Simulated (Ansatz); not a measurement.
`FB(Br)Br` + HBr → `BrB(Br)Br` + H–F at 500 K and 1 bar (ligand exchange at a B–F bond).

Gas-phase electronic energies from Ansatz, PBE0-D4/def2-TZVP geometries. CCSD(T)/CBS adds triple-zeta CCSD(T) − MP2 to the extrapolated MP2 energy (def2 sets, frozen cores). This one scheme is used for every species. For Br outer-core shells are correlated without core-valence functions, which leaves a few kJ/mol of doubt a bond. Scalar relativity is left out up to krypton.

```csv
species,CCSD(T)/CBS energy (Eh),H − E (kJ/mol),S (J/(mol·K))
`FB(Br)Br`,-5271.35159,49.2,345.3
HBr,-2573.91920,30.5,213.7
`BrB(Br)Br`,-7744.85335,46.0,361.3
H–F,-100.39570,39.4,188.7
```

H − E and S are ideal-gas, rigid-rotor, harmonic terms from PBE0-D4/def2-TZVP. 1 Eh = 2625.50 kJ/mol, R = 8.31446 J/(mol·K).

Q: By hand: ΔE, ΔH, ΔS and ΔG.

A: ΔE = (-7744.85335) + (-100.39570) − (-5271.35159) − (-2573.91920) = 0.02174 Eh = 57.1 kJ/mol. Δ(H − E) = 46.0 + 39.4 − 49.2 − 30.5 = 5.7, so ΔH = 62.8 kJ/mol. ΔS = 361.3 + 188.7 − 345.3 − 213.7 = -9.0 J/(mol·K). ΔG = 62.8 − 500 × (-9.0)/1000 = 67.3 kJ/mol.

Q: By hand: the equilibrium constant, and the temperature at which ΔG would vanish if ΔH and ΔS stayed fixed.

A: log₁₀ K = −ΔG/(RT ln 10) = -7.0. ΔH and −TΔS have one sign here, so there is no such temperature.

The number of gas molecules stays the same, so ΔS is small and ΔH decides. A doubt of 5 kJ/mol in ΔE shifts log₁₀ K by 0.5 here. These are equilibria of isolated gas molecules and say nothing of rates. Largest T1 diagnostic: 0.010 (customary marks: 0.02 for closed shells, 0.045 for open ones).
